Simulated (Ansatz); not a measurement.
water (H2O), singlet, geometry from GFN2-xTB; MP2/6-31G* (Ansatz, a first-principles code).

Here is a job for Ansatz.
Ansatz 0.2 input:
```yaml
crystal:
  periodic: [false, false, false]
  atoms:
    - {symbol: O, position_ang: [0.00956971, 0.00206403, 0.11338892]}
    - {symbol: H, position_ang: [-0.05579359, 0.76362201, -0.46612807]}
    - {symbol: H, position_ang: [-0.02076411, -0.78013425, -0.44098332]}
basis:
  gaussian:
    orbitals: 6-31G*
magnetization: {spin_polarized: false}
correlation: {method: mp2}
```

What the program printed (banner, timings and long lists left out):

```
Functional definition: HF
189 factors; integrals over basis functions are off by at most 5.5e-4 eV
mean field evaluation 1: about -2066.8166 eV, gradient 2.9e1 eV
mean field evaluation 2: about -2066.8177 eV, gradient 2.9e1 eV
mean field evaluation 4: about -2068.3403 eV, gradient 1.4e0 eV
mean field evaluation 8: about -2068.3463 eV, gradient 5.1e-4 eV
mean field -2068.34634313 eV, -76.0103261346 hartree, gradient 2.6e-6 eV, S^2 0.000000; 0 other end points of the search recorded, 0 dependent functions left out
1 core orbitals not correlated
reference -2068.34634313 eV, -76.0103261346 hartree; 4, 4 occupied and 14, 14 virtual orbitals, 189 factors
second order -5.06472821 eV of doubles, -0.00000000 eV of singles
Total energy: -2073.41107135 eV, -76.1964514634 hartree
```
